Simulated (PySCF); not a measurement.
Si (silicon, neutral) across methods

[Ne] 3s2 3p1 4s1, 4s spin antiparallel (an excited configuration). All numbers are calculated (PySCF 2.14, the non-relativistic Hamiltonian (point nucleus), in dyall-av2z (13s9p2d, 50 functions)).

```json
{"method": "r2SCAN", "E (hartree)": "-289.1473", "mean ε 3s β (eV)": "-13.682", "mean ε 3p α (eV)": "-7.738", "mean ε 4s β (eV)": "-1.704", "Σ⟨r²⟩ (bohr²)": "58.59", "⟨S²⟩": "1.009"}
{"method": "B3LYP", "E (hartree)": "-289.2106", "mean ε 3s β (eV)": "-14.477", "mean ε 3p α (eV)": "-8.098", "mean ε 4s β (eV)": "-1.857", "Σ⟨r²⟩ (bohr²)": "57.59", "⟨S²⟩": "1.004"}
{"method": "LDA", "E (hartree)": "-288.0270", "mean ε 3s β (eV)": "-13.671", "mean ε 3p α (eV)": "-7.187", "mean ε 4s β (eV)": "-1.610", "Σ⟨r²⟩ (bohr²)": "57.39", "⟨S²⟩": "1.001"}
{"method": "PBE0", "E (hartree)": "-289.0616", "mean ε 3s β (eV)": "-14.638", "mean ε 3p α (eV)": "-8.409", "mean ε 4s β (eV)": "-2.051", "Σ⟨r²⟩ (bohr²)": "58.17", "⟨S²⟩": "1.005"}
{"method": "PBE", "E (hartree)": "-289.0391", "mean ε 3s β (eV)": "-13.514", "mean ε 3p α (eV)": "-7.299", "mean ε 4s β (eV)": "-1.711", "Σ⟨r²⟩ (bohr²)": "58.06", "⟨S²⟩": "1.004"}
{"method": "PW91", "E (hartree)": "-289.1695", "mean ε 3s β (eV)": "-13.561", "mean ε 3p α (eV)": "-7.334", "mean ε 4s β (eV)": "-1.718", "Σ⟨r²⟩ (bohr²)": "57.95", "⟨S²⟩": "1.004"}
{"method": "BP86", "E (hartree)": "-289.2138", "mean ε 3s β (eV)": "-13.669", "mean ε 3p α (eV)": "-7.391", "mean ε 4s β (eV)": "-1.768", "Σ⟨r²⟩ (bohr²)": "57.80", "⟨S²⟩": "1.004"}
{"method": "wB97X-V", "E (hartree)": "-289.1277", "mean ε 3s β (eV)": "-17.062", "mean ε 3p α (eV)": "-10.560", "mean ε 4s β (eV)": "-2.863", "Σ⟨r²⟩ (bohr²)": "57.89", "⟨S²⟩": "1.004"}
{"method": "UHF", "E (hartree)": "-288.66640", "mean ε 3s β (eV)": "-16.945", "mean ε 3p α (eV)": "-11.164", "mean ε 4s β (eV)": "-2.639", "Σ⟨r²⟩ (bohr²)": "58.76", "⟨S²⟩": "1.014"}
```

The outer electron is Rydberg-like, and this basis confines it to a smaller radius and binds it less than a complete one would. With the s spin flipped the determinant is a mixture of two multiplicities, not a spectroscopic state.
